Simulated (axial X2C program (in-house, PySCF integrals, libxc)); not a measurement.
**Potential curves of InC, two-component**

Computed with an in-house all-electron X2C program for linear molecules (integrals from PySCF). Two-component (2c) means X2C with spin–orbit coupling and atomic mean-field two-electron Coulomb and Gaunt terms. Basis: In dyall-cv3z [11s12p9d4f1g], C dyall-v3z [7s6p2d1f] (cores contracted in-house); Gaussian nuclei, density fitting, unrestricted open shells. Masses: In 114.904 u, C 12.000 u.

State: Ω = 3/2 (⟨Sz⟩ = 1.50, ⟨Lz⟩ = 0.00 at HF). Energies in eV from the fragments at the same level (In + C). Fits are polynomials in 1 − R0/R over 0.85 to 1.23 times the lowest point R0.

```json
{"R (Å)": "1.9218", "MP2": "-2.0205", "HF": "-1.1105"}
{"R (Å)": "2.0102", "MP2": "-2.3535", "HF": "-1.4976"}
{"R (Å)": "2.0765", "MP2": "-2.4950", "HF": "-1.6704"}
{"R (Å)": "2.1427", "MP2": "-2.5672", "HF": "-1.7671"}
{"R (Å)": "2.2090", "MP2": "-2.5866", "HF": "-1.8056"}
{"R (Å)": "2.2863", "MP2": "-2.5587", "HF": "-1.7948"}
{"R (Å)": "2.3636", "MP2": "-2.4909", "HF": "-1.7402"}
{"R (Å)": "2.4630", "MP2": "-2.3632", "HF": "-1.6256"}
{"R (Å)": "2.5845", "MP2": "-2.1682", "HF": "-1.4441"}
{"R (Å)": "2.7612", "MP2": "-1.8475", "HF": "-1.1436"}
```

Correlated methods: 17 electrons correlated (number of frozen shells: In 4 s, 3 p, 1 d; C 1 s), 234 virtual spin orbitals or spinors in MP2.

One determinant describes the state; a PBE0 search over occupations chose it and may have missed a lower one. De is counted from the lowest determinant-based energies of the atoms at the same level, without counterpoise correction. In 2c an atomic determinant is not the ground J level, so De misses part of the atomic spin–orbit lowering. This holds for MP2. With several unpaired electrons one determinant need not be a pure state. This is the top spin component of a Σ state; components of lower Ω are not single determinants and can lie lower. MP2 and coupled cluster on one determinant become unreliable at the stretched end.

(1) Fit the MP2 curve near its minimum: give the equilibrium distance, the harmonic wavenumber and the well depth.

(2) Fit the HF curve near its minimum: give the equilibrium distance, the harmonic wavenumber and the well depth.

## Answers

(1) At MP2, 2c: Re = 2.205 Å, ωe ≈ 484 cm⁻¹, De = 2.59 eV to In + C; Be follows as 0.319 cm⁻¹.

(2) At HF, 2c: Re = 2.231 Å, ωe ≈ 481 cm⁻¹, De = 1.81 eV to In + C; Be follows as 0.312 cm⁻¹.
